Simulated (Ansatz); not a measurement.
FeCl3. Charge 0, multiplicity 4. Geometry r2SCAN-D4/def2-SVP; atoms count from 1.

| atom | x (Å) | y (Å) | z (Å) |
| --- | --- | --- | --- |
| Fe1 | 0.1284 | 0.0706 | 0.0221 |
| Cl2 | -1.6895 | -0.9294 | -0.2914 |
| Cl3 | 1.6418 | -1.2833 | 0.6042 |
| Cl4 | -0.0807 | 2.1420 | -0.3349 |

The charge 0 quartet is spin-contaminated (final ⟨S²⟩ up to 4.07, 3.75 for a pure state). At PBE0-D4/def2-TZVP a sextet of charge 0 lies 0.93 eV below the quartet, each at its own geometry.

Problem. Estimate the Mulliken populations from the PBE0/def2-TZVP orbitals of Ansatz.

Solution. 
```
atom  charge (e)  spin (α − β)  d electrons
 Fe1        0.82          3.02         6.31
 Cl2       -0.24         -0.08            –
 Cl3       -0.29          0.03            –
 Cl4       -0.29          0.03            –
```
Mulliken values and Mayer orders depend strongly on the basis.

Problem. Where does the spin sit?

Solution. Summed by element: Fe 3.02, Cl -0.02, of 3 unpaired in all. Largest on single atoms: Fe1 3.02, Cl2 -0.08, Cl3 0.03.

Problem. And the Mayer bond orders between bonded heavy atoms (over 0.3)?

Solution. Fe1–Cl2 1.06 (2.10 Å); Fe1–Cl3 1.07 (2.11 Å); Fe1–Cl4 1.07 (2.11 Å).
